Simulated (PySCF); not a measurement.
C7H12O2 (SMILES C=CC(=O)OC(C)(C)C), singlet, at a GFN2-xTB geometry; REVPBE/6-31G* (PySCF).

The PySCF input:
```python
from pyscf import gto, scf, dft

mol = gto.M(
    atom='''
C     3.45892219   -0.31080172    0.07113207
C     2.24550772   -0.73718756   -0.24378480
C     1.03991795    0.05605322    0.10234703
O     1.06710931    1.11674681    0.67866389
O    -0.05373192   -0.57898441   -0.31727737
C    -1.37709606   -0.02642729   -0.10964455
C    -1.50525668    1.31735132   -0.82662763
C    -1.65840556    0.11926591    1.38563779
C    -2.31528824   -1.05979067   -0.73422633
H     4.34839884   -0.86763118   -0.16885130
H     3.58344454    0.62725456    0.58777080
H     2.05985958   -1.66673944   -0.76004942
H    -2.52638464    1.67901276   -0.74429864
H    -0.83522804    2.04829783   -0.38246223
H    -1.25429965    1.20451065   -1.87936634
H    -1.51506904   -0.83549141    1.88749867
H    -2.68410331    0.44517775    1.53397844
H    -0.98817147    0.85181966    1.82683543
H    -2.08566729   -1.18201923   -1.78948370
H    -3.34675000   -0.73650759   -0.63055272
H    -2.19285664   -2.02056277   -0.24111255
''',
    basis='6-31g*',
    verbose=4,
)

mf = dft.RKS(mol)
mf.xc = 'revpbe'
mf.kernel()
```

Output, abridged:

```
PySCF version 2.14.0

[INPUT] verbose = 4
[INPUT] num. atoms = 21
[INPUT] num. electrons = 70
[INPUT] charge = 0
[INPUT] spin (= nelec alpha-beta = 2S) = 0
[INPUT] symmetry False subgroup None
[INPUT] Mole.unit = angstrom
[INPUT] Symbol           X                Y                Z      unit          X                Y                Z       unit  Magmom
[...]
nuclear repulsion = 472.046058672381
number of shells = 78
number of NR pGTOs = 291
number of NR cGTOs = 150
basis = 6-31g*
ecp = {}

******** <class 'pyscf.dft.rks.RKS'> ********
method = RKS
initial guess = minao
damping factor = 0
level_shift factor = 0
DIIS = <class 'pyscf.scf.diis.CDIIS'>
diis_start_cycle = 1
diis_space = 8
diis_damp = 0
SCF conv_tol = 1e-09
SCF conv_tol_grad = None
SCF max_cycles = 50
direct_scf = True
direct_scf_tol = 1e-13
XC library pyscf.dft.libxc version 7.1.2
    S. Lehtola, C. Steigemann, M. J. T. Oliveira, and M. A. L. Marques,  SoftwareX 7, 1–5 (2018)
XC functionals = revpbe
    Y. Zhang and W. Yang,  Phys. Rev. Lett. 80, 890 (1998)
    J. P. Perdew, K. Burke, and M. Ernzerhof,  Phys. Rev. Lett. 77, 3865 (1996)
    J. P. Perdew, K. Burke, and M. Ernzerhof,  Phys. Rev. Lett. 78, 1396 (1997)
radial grids:
    Treutler-Ahlrichs [JCP 102, 346 (1995); DOI:10.1063/1.469408] (M4) radial grids

becke partition: Becke, JCP 88, 2547 (1988); DOI:10.1063/1.454033
pruning grids: <function nwchem_prune>
grids dens level: 3
symmetrized grids: False
atomic radii adjust function: <function treutler_atomic_radii_adjust>
small_rho_cutoff = 0
Set gradient conv threshold to 3.16228e-05
Initial guess from minao.
tot grids = 244688
init E= -425.022199763369
[...]
cycle= 1 E= -424.023169202957  delta_E= 0.999  |g|= 1.07  |ddm|= 4.24
[...]
cycle= 2 E= -423.185982250329  delta_E= 0.837  |g|= 2.23  |ddm|= 3.14
[...]
cycle= 3 E= -424.167524130553  delta_E= -0.982  |g|= 0.684  |ddm|= 2.62
[...]
cycle= 4 E= -424.265632004808  delta_E= -0.0981  |g|= 0.154  |ddm|= 0.661
[...]
cycle= 5 E= -424.268238599518  delta_E= -0.00261  |g|= 0.0994  |ddm|= 0.196
[...]
cycle= 6 E= -424.270377698228  delta_E= -0.00214  |g|= 0.0189  |ddm|= 0.0913
[...]
cycle= 7 E= -424.27044002526  delta_E= -6.23e-05  |g|= 0.0111  |ddm|= 0.028
[...]
cycle= 8 E= -424.270474419798  delta_E= -3.44e-05  |g|= 0.00229  |ddm|= 0.011
[...]
cycle= 9 E= -424.270475675041  delta_E= -1.26e-06  |g|= 0.000424  |ddm|= 0.00277
[...]
cycle= 10 E= -424.270475715405  delta_E= -4.04e-08  |g|= 9.14e-05  |ddm|= 0.000517
[...]
cycle= 11 E= -424.270475716215  delta_E= -8.1e-10  |g|= 7.93e-05  |ddm|= 0.000187
[...]
cycle= 12 E= -424.270475717616  delta_E= -1.4e-09  |g|= 1.4e-05  |ddm|= 8.11e-05
[...]
cycle= 13 E= -424.270475717641  delta_E= -2.46e-11  |g|= 9.55e-06  |ddm|= 2.14e-05
[...]
Extra cycle  E= -424.270475717571  delta_E= 6.96e-11  |g|= 2.03e-05  |ddm|= 2.77e-05
converged SCF energy = -424.270475717571
```
